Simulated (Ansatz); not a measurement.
Program: Ansatz. Geometries: PBE0-D4/def2-TZVP. ΔE: electronic, gas phase. CBS: MP2 limit from def2 TZ/QZ plus the TZ coupled-cluster correction, frozen cores. def2 core potentials past Kr. For Sn outer-core shells are correlated without core-valence functions, which leaves a few kJ/mol of doubt a bond. Each species was taken in one conformer, which may not be the lowest.

Reaction (redistribution): `ClC[SiH2][SnH3]` + `CN[SiH3]` → `C[NH][SnH3]` + `[SiH3][SiH2]CCl`

| species | MP2/def2-QZVPP energy (Eh) |
| --- | --- |
| `ClC[SiH2][SnH3]` | -1004.85385 |
| `CN[SiH3]` | -385.95915 |
| `C[NH][SnH3]` | -310.72729 |
| `[SiH3][SiH2]CCl` | -1080.05145 |

(1) Work out ΔE.

Largest T1 diagnostic among the species: 0.012.

## Answers

(1) ΔE = (-310.72729) + (-1080.05145) − (-1004.85385) − (-385.95915) = 0.03426 Eh = +21.5 kcal/mol. CCSD(T)/CBS gives +20.2 kcal/mol.

In def2-TZVPP, CCSD(T) changes the Hartree–Fock value by −2.3 kcal/mol (the triples alone add −0.6 kcal/mol) and MP2 by −0.8 kcal/mol. From PBE to PBE0 (25 % exact exchange), in def2-TZVPP and without D4, ΔE moves by +1.6 kcal/mol.
